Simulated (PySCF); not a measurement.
## Correlation energy of N²⁺ (nitrogen, charge +2)

[He] 2s2 2p1, 2P determinant. Computed with PySCF 2.14 in aug-cc-pCVTZ-DK with one added diffuse shell each of s, p, d, f type (8s7p5d3f, 75 functions), with the spin-free X2C one-electron Hamiltonian (Gaussian nucleus). Frozen: 1s2; 3 electrons correlated.

| level | correlation energy (mhartree) |
| --- | --- |
| CCSD | -84.74 |
| (T) | -1.07 |
| CCSD(T) | -85.81 |

Diagnostics: T1 = 0.0071, D1 = 0.0134, largest double amplitude 0.136.

Cost of the coupled-cluster step: about 6 core-seconds, for 3 correlated electrons.
